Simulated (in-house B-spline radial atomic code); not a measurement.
Settings and results of a run for I7+ (with a hole in an inner shell). Computed with a B-spline radial code for spherical atoms: Dirac-Hartree-Fock, average of the jj configuration, Fermi nucleus of rms radius 4.75 fm.

In the input, a minus or plus after the letter marks the j = l - 1/2 or j = l + 1/2 subshell.

Command:
```bash
python run_scf.py task.json out
```
Settings (nuclear radius in fm, mass in u):
```
Z                53
configuration    1s2 2s2 2p-1 2p+4 3s2 3p-2 3p+3 3d10 4s2 4p6 4d10 5s2
hamiltonian      dirac
method           hf
spin_polarised   False
nucleus          fermi
rms_radius       4.75
atomic_mass      126.90447
speed_of_light   137.035999084
```

Output (hartree, bohr):
```
 radial grid: 67 intervals, B-splines of order 8, outer radius 18.8312 bohr

 iter        energy (Eh)    residual
    1       -6849.735915    1.43e+00
    2       -6883.151694    8.59e-01
    3       -6890.833742    2.48e-01
    4       -6891.587680    6.95e-02
    5       -6891.657563    3.14e-02
    6       -6891.669392    1.83e-03
    7       -6891.669453    4.46e-04
    8       -6891.669456    3.83e-05
    9       -6891.669456    1.20e-06
   10       -6891.669456    5.23e-08

 total energy                     -6891.66946
 kinetic                            7294.1880
 electron-nucleus                 -16522.3250
 electron-electron                  2336.4676

 first-order corrections (not in the total)
   Gaunt                             5.4654
   retardation                      -0.5545
   frequency dependence             -0.0564
   self-energy                       4.1206
   Uehling                          -0.5619
   Wichmann-Kroll                    0.0129
   recoil                            0.0210

 orbital      occ     eigenvalue          <r>       <r^2>       <1/r>       r_max    small
 1s1/2      2.000     -1239.9570    0.0271932  0.00100223     56.8708     0.01753  3.82e-02
 2s1/2      2.000      -202.6387     0.115867   0.0158884     13.3762     0.09869  8.28e-03
 2p1/2      1.000      -191.8269    0.0983288   0.0119287     13.2782     0.07584  8.22e-03
 2p3/2      4.000      -180.0955     0.103366   0.0130135     12.2967     0.08044  7.86e-03
 3s1/2      2.000       -46.7173     0.306665    0.107563     4.85565       0.281  2.54e-03
 3p1/2      2.000       -41.7376     0.296112    0.102006     4.80308      0.2679  2.52e-03
 3p3/2      3.000       -39.6870     0.308589      0.1107     4.50051      0.2776  2.36e-03
 3d3/2      4.000       -30.8050     0.276165   0.0899094     4.37611      0.2239  2.26e-03
 3d5/2      6.000       -30.3508     0.278722   0.0914789     4.32515      0.2259  2.24e-03
 4s1/2      2.000       -12.1871     0.709584    0.567029      1.9779      0.6585  7.45e-04
 4p1/2      2.000       -10.2335     0.735289     0.61363     1.88027      0.6725  6.91e-04
 4p3/2      4.000        -9.7688      0.75638    0.650519     1.82039      0.6944  6.77e-04
 4d3/2      4.000        -6.5162     0.822279     0.78023     1.59766      0.7212  5.36e-04
 4d5/2      6.000        -6.4488     0.829719    0.794119     1.57947      0.7275  5.28e-04
 5s1/2      2.000        -3.9156      1.59934     2.84127    0.823804       1.497  1.86e-04
```

Run time, properties included: 1.5 s on 1 thread of Arm Neoverse N1 (shared host).

For the Dirac Hamiltonian the kinetic term is c α·p + (β - 1)c².
